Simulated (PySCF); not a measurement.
SMILES COc1ccccc1S (GFN2-xTB optimised geometry):

```
17

C     -2.387    -1.780     0.004
O     -0.982    -1.728    -0.001
C     -0.370    -0.502     0.000
C     -1.038     0.713     0.001
C     -0.330     1.906     0.001
C      1.052     1.900     0.001
C      1.730     0.694     0.000
C      1.032    -0.502     0.000
S      1.937    -2.021     0.000
H     -2.641    -2.839     0.003
H     -2.809    -1.307    -0.888
H     -2.803    -1.309     0.900
H     -2.116     0.743     0.001
H     -0.871     2.839     0.002
H      1.604     2.827     0.001
H      2.809     0.666     0.000
H      0.862    -2.800     0.009
```

Level of theory: B3LYP/def2-SVP (PySCF 2.14.0).

Problem. What are the frontier orbital energies and the dipole moment?

Solution. HOMO-2 -8.04 eV, HOMO-1 -6.61 eV, HOMO -5.63 eV, LUMO -0.20 eV, LUMO+1 0.11 eV; dipole moment 2.58 D.

Meta-Löwdin charges at B3LYP/def2-SVP: C1 -0.07, O2 -0.35, C3 0.19, C4 -0.16, C5 -0.11, C6 -0.11, C7 -0.11, C8 -0.08, S9 -0.02, H10 0.12, H11 0.09, H12 0.09, H13 0.10, H14 0.10, H15 0.10, H16 0.11, H17 0.10.
